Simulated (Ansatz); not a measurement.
The first iterations of a band of C$_{3}$H$_{10}$BFSi (16 atoms, charge 0, multiplicity 1).

Method: Ansatz 0.2.0, RKS B3LYP-D4/def2-SVP.

```
movable images  : 7
climbing image  : yes
spring          : 5.0 eV/Å²
optimiser       : quadratic models (default)
start path      : through a guess of the saddle point
force threshold : 0.03 eV/Å
iteration limit : 50
end points      : relaxed
```

First end point:

```xyz
16
Properties=species:S:1:pos:R:3
B -1.581 -0.689 0.167
C -0.209 -0.068 0.464
F -0.227 0.854 1.540
Si 0.738 -1.602 1.228
C 0.617 0.532 -0.679
C -0.003 1.822 -1.220
H -1.683 -1.419 -0.788
H -2.504 -0.550 0.927
H 1.086 -2.594 0.172
H 1.975 -1.033 1.827
H -0.080 -2.257 2.285
H 0.699 -0.220 -1.482
H 1.643 0.738 -0.327
H -0.135 2.553 -0.408
H 0.636 2.279 -1.992
H -0.993 1.631 -1.668
```

Last end point:

```xyz
16
Properties=species:S:1:pos:R:3
B -1.581 -0.685 0.169
C -0.208 -0.067 0.466
F -0.224 0.856 1.542
Si 0.737 -1.603 1.226
C 0.618 0.533 -0.677
C -0.005 1.820 -1.223
H -2.503 -0.544 0.929
H -1.685 -1.416 -0.786
H 1.086 -2.592 0.168
H 1.975 -1.038 1.829
H -0.081 -2.263 2.281
H 0.705 -0.220 -1.478
H 1.642 0.743 -0.323
H -0.142 2.552 -0.412
H 0.635 2.277 -1.994
H -0.993 1.624 -1.673
```

| iteration | highest image above the first end (eV) | largest band force component (eV/Å) |
| --- | --- | --- |
| 1 | 16.056 | 62.398 |
| 2 | 6.108 | 19.109 |
| 3 | 2.923 | 8.659 |
| 4 | 1.051 | 3.528 |
| 5 | 0.444 | 1.275 |

Task: Does the band converge within its limit, and where does its top end?

Result: The forces met the threshold. It ended after 15 iterations with the highest image 0.356 eV above the first end. A vibrational analysis at the climbing image gives one clearly imaginary mode, 195i cm⁻¹: a first-order saddle point.

Run time: 8.5 min on 2 threads of Arm Neoverse V2 (shared host), peak memory 0.42 GiB.
